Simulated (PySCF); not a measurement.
H8Si3, triplet, at the geometry of the source list (a higher spin typed on purpose: for a closed-shell molecule this is an excited state); DF-BLYP/pc-2 (PySCF).

Here is a job for PySCF.
```python
from pyscf import gto, scf, dft

mol = gto.M(
    atom='''
Si    1.837700    0.716200   -0.041600
Si    0.181900   -0.902400   -0.102600
Si   -1.968300   -0.068700    0.115200
H     3.205500    0.212900   -0.177400
H     1.653900    1.699800   -1.111900
H     1.798500    1.464100    1.217800
H     0.433100   -1.912200    0.940000
H     0.291000   -1.680500   -1.348500
H    -2.273000    0.890000   -0.950100
H    -2.128300    0.654200    1.379600
H    -3.032000   -1.073500    0.079600
''',
    basis='pc-2',
    charge=0,
    spin=2,
    verbose=4,
)

mf = dft.UKS(mol)
mf.xc = 'blyp'
mf = mf.density_fit(auxbasis='def2-universal-jkfit')
mf.kernel()
mf.analyze()
```

What does PySCF print? Leave out banner, timings and long lists.


```
PySCF version 2.14.0

[INPUT] verbose = 4
[INPUT] num. atoms = 11
[INPUT] num. electrons = 50
[INPUT] charge = 0
[INPUT] spin (= nelec alpha-beta = 2S) = 2
[INPUT] symmetry False subgroup None
[INPUT] Mole.unit = angstrom
[INPUT] Symbol           X                Y                Z      unit          X                Y                Z       unit  Magmom
[...]
nuclear repulsion = 194.131903460115
number of shells = 36
number of NR pGTOs = 316
number of NR cGTOs = 214
basis = pc-2
ecp = {}

******** <class 'pyscf.df.df_jk.DFUKS'> ********
method = DFUKS
initial guess = minao
damping factor = 0
level_shift factor = 0
DIIS = <class 'pyscf.scf.diis.CDIIS'>
diis_start_cycle = 1
diis_space = 8
diis_damp = 0
SCF conv_tol = 1e-09
SCF conv_tol_grad = None
SCF max_cycles = 50
direct_scf = False
number electrons alpha = 26  beta = 24
XC library pyscf.dft.libxc version 7.1.2
    S. Lehtola, C. Steigemann, M. J. T. Oliveira, and M. A. L. Marques,  SoftwareX 7, 1–5 (2018)
XC functionals = blyp
    A. D. Becke,  Phys. Rev. A 38, 3098 (1988)
    C. Lee, W. Yang, and R. G. Parr,  Phys. Rev. B 37, 785 (1988)
    B. Miehlich, A. Savin, H. Stoll, and H. Preuss,  Chem. Phys. Lett. 157, 200 (1989)
radial grids:
    Treutler-Ahlrichs [JCP 102, 346 (1995); DOI:10.1063/1.469408] (M4) radial grids

becke partition: Becke, JCP 88, 2547 (1988); DOI:10.1063/1.454033
pruning grids: <function nwchem_prune>
grids dens level: 3
symmetrized grids: False
atomic radii adjust function: <function treutler_atomic_radii_adjust>
small_rho_cutoff = 0
Set gradient conv threshold to 3.16228e-05
tot grids = 136008
init E= -873.029510020227

cycle= 1 E= -873.060676036746  delta_E= -0.0312  |g|= 0.21  |ddm|= 2.97

cycle= 2 E= -873.020560882915  delta_E= 0.0401  |g|= 0.274  |ddm|= 0.907

cycle= 3 E= -873.075985506499  delta_E= -0.0554  |g|= 0.0954  |ddm|= 0.966

cycle= 4 E= -873.084099596555  delta_E= -0.00811  |g|= 0.0103  |ddm|= 0.392

cycle= 5 E= -873.084138010909  delta_E= -3.84e-05  |g|= 0.00711  |ddm|= 0.0643

cycle= 6 E= -873.084116947359  delta_E= 2.11e-05  |g|= 0.00817  |ddm|= 0.0388

cycle= 7 E= -873.084183286761  delta_E= -6.63e-05  |g|= 0.00166  |ddm|= 0.0258

cycle= 8 E= -873.084185926692  delta_E= -2.64e-06  |g|= 0.000403  |ddm|= 0.00712

cycle= 9 E= -873.084186053036  delta_E= -1.26e-07  |g|= 0.000119  |ddm|= 0.00113

cycle= 10 E= -873.084186065237  delta_E= -1.22e-08  |g|= 4.77e-05  |ddm|= 0.00111

cycle= 11 E= -873.084186067262  delta_E= -2.03e-09  |g|= 8.47e-06  |ddm|= 0.000173

cycle= 12 E= -873.084186067325  delta_E= -6.25e-11  |g|= 2.27e-06  |ddm|= 2.41e-05

Extra cycle  E= -873.08418606732  delta_E= 4.55e-12  |g|= 2.62e-06  |ddm|= 2.27e-05
converged SCF energy = -873.08418606732  <S^2> = 2.0035562  2S+1 = 3.0023698
**** SCF Summaries ****
Total Energy =                        -873.084186067320047
Nuclear Repulsion Energy =             194.131903460115012
One-electron Energy =                -1594.572959463944926
Two-electron Energy =                  527.356869936509725
Two-electron Coulomb Energy =          593.051303307443277
DFT Exchange-Correlation Energy =      -65.694433370933552
**** MO energy ****
                             alpha | beta                alpha | beta
[...]
To work with the spin densities directly, `use mulliken_meta_spin()` only printing them here.

 ** Mulliken spin pop alpha/beta on meta-lowdin orthogonal AOs **
 ** Mulliken Spin Density (per AO)  **
spin_pop of  0 Si 1s       -0.00000
spin_pop of  0 Si 2s        0.00001
spin_pop of  0 Si 3s        0.04608
spin_pop of  0 Si 4s        0.00003
spin_pop of  0 Si 5s        0.00003
spin_pop of  0 Si 2px       0.00002
spin_pop of  0 Si 2py       0.00001
spin_pop of  0 Si 2pz      -0.00000
spin_pop of  0 Si 3px       0.12804
spin_pop of  0 Si 3py       0.25018
spin_pop of  0 Si 3pz       0.01483
spin_pop of  0 Si 4px       0.00202
spin_pop of  0 Si 4py       0.01088
spin_pop of  0 Si 4pz       0.00039
spin_pop of  0 Si 5px       0.00082
spin_pop of  0 Si 5py       0.00036
[...]
spin_pop of  5 H 3dyz     -0.00000
spin_pop of  5 H 3dz^2     0.00005
spin_pop of  5 H 3dxz      0.00000
spin_pop of  5 H 3dx2-y2    0.00001
spin_pop of  6 H 1s        0.00180
spin_pop of  6 H 2s        0.00105
spin_pop of  6 H 3s        0.00193
spin_pop of  6 H 2px       0.00007
spin_pop of  6 H 2py       0.00037
spin_pop of  6 H 2pz       0.00040
spin_pop of  6 H 3px       0.00004
spin_pop of  6 H 3py       0.00002
spin_pop of  6 H 3pz      -0.00000
spin_pop of  6 H 3dxy      0.00001
spin_pop of  6 H 3dyz      0.00001
spin_pop of  6 H 3dz^2     0.00007
spin_pop of  6 H 3dxz      0.00000
spin_pop of  6 H 3dx2-y2    0.00002
spin_pop of  7 H 1s        0.00181
spin_pop of  7 H 2s        0.00105
spin_pop of  7 H 3s        0.00193
spin_pop of  7 H 2px       0.00005
spin_pop of  7 H 2py       0.00024
spin_pop of  7 H 2pz       0.00056
spin_pop of  7 H 3px       0.00004
spin_pop of  7 H 3py       0.00002
spin_pop of  7 H 3pz      -0.00000
spin_pop of  7 H 3dxy      0.00000
spin_pop of  7 H 3dyz      0.00000
spin_pop of  7 H 3dz^2     0.00009
spin_pop of  7 H 3dxz      0.00000
spin_pop of  7 H 3dx2-y2    0.00002
spin_pop of  8 H 1s        0.00215
spin_pop of  8 H 2s        0.00033
spin_pop of  8 H 3s        0.00213
spin_pop of  8 H 2px       0.00003
spin_pop of  8 H 2py       0.00050
spin_pop of  8 H 2pz       0.00044
spin_pop of  8 H 3px       0.00003
spin_pop of  8 H 3py       0.00000
spin_pop of  8 H 3pz       0.00000
spin_pop of  8 H 3dxy      0.00001
spin_pop of  8 H 3dyz     -0.00000
spin_pop of  8 H 3dz^2     0.00005
spin_pop of  8 H 3dxz      0.00000
spin_pop of  8 H 3dx2-y2    0.00001
spin_pop of  9 H 1s        0.00217
spin_pop of  9 H 2s        0.00033
spin_pop of  9 H 3s        0.00213
spin_pop of  9 H 2px       0.00007
spin_pop of  9 H 2py       0.00032
spin_pop of  9 H 2pz       0.00059
spin_pop of  9 H 3px       0.00003
spin_pop of  9 H 3py       0.00001
spin_pop of  9 H 3pz      -0.00000
spin_pop of  9 H 3dxy      0.00001
spin_pop of  9 H 3dyz     -0.00000
spin_pop of  9 H 3dz^2     0.00005
spin_pop of  9 H 3dxz      0.00000
spin_pop of  9 H 3dx2-y2    0.00001
spin_pop of  10 H 1s        0.16733
spin_pop of  10 H 2s        0.01325
spin_pop of  10 H 3s        0.00450
spin_pop of  10 H 2px      -0.00040
spin_pop of  10 H 2py       0.00170
spin_pop of  10 H 2pz       0.00002
spin_pop of  10 H 3px       0.00005
spin_pop of  10 H 3py       0.00004
spin_pop of  10 H 3pz       0.00000
spin_pop of  10 H 3dxy      0.00023
spin_pop of  10 H 3dyz      0.00000
spin_pop of  10 H 3dz^2     0.00008
spin_pop of  10 H 3dxz      0.00000
spin_pop of  10 H 3dx2-y2    0.00000
 ** Mulliken Spin Density (per atom)  **
spin density of  0 Si =      0.46838
spin density of  1 Si =      0.65492
spin density of  2 Si =      0.46859
spin density of  3 H =      0.18693
spin density of  4 H =      0.00568
spin density of  5 H =      0.00569
spin density of  6 H =      0.00580
spin density of  7 H =      0.00581
spin density of  8 H =      0.00569
spin density of  9 H =      0.00570
spin density of  10 H =      0.18680
 ** Mulliken pop alpha/beta on meta-lowdin orthogonal AOs **
 ** Mulliken pop       alpha | beta **
In total            26.00000 | 24.00000
 ** Mulliken atomic charges   ( Nelec_alpha | Nelec_beta ) **
charge of  0Si =      0.24310  (     7.11264      6.64426 )
charge of  1Si =      0.18983  (     7.23254      6.57762 )
charge of  2Si =      0.24317  (     7.11271      6.64412 )
charge of  3H =     -0.12260  (     0.65476      0.46784 )
charge of  4H =     -0.07056  (     0.53812      0.53244 )
charge of  5H =     -0.07056  (     0.53812      0.53244 )
charge of  6H =     -0.07434  (     0.54007      0.53427 )
charge of  7H =     -0.07436  (     0.54009      0.53427 )
charge of  8H =     -0.07054  (     0.53811      0.53242 )
charge of  9H =     -0.07055  (     0.53813      0.53242 )
charge of  10H =     -0.12260  (     0.65470      0.46790 )
Dipole moment(X, Y, Z, Debye):  0.09894, -0.49617, -0.05648
```
